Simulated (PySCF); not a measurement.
**Radial density of He (helium, neutral)**

UHF, 1s1 2s1, high-spin 3S determinant (an excited configuration). All numbers are calculated (PySCF 2.14, no relativity, point nucleus, in aug-cc-pV5Z (6s5p4d3f2g, 80 functions)).

```csv
r (bohr),4πr²ρ (e/bohr),4πr²(ρα − ρβ)
0.0134,0.005676,0.0057
0.0225,0.01553,0.0155
0.0379,0.04116,0.0412
0.0637,0.1050,0.1050
0.107,0.2491,0.2491
0.180,0.5258,0.5258
0.303,0.9072,0.9072
0.510,1.115,1.1153
0.858,0.7671,0.7671
1.44,0.2293,0.2293
2.43,0.1981,0.1981
4.08,0.2644,0.2644
6.86,0.04609,0.0461
11.5,4.206e-05,0.0000
```

The outer electron is Rydberg-like, and this basis confines it to a smaller radius and binds it less than a complete one would.
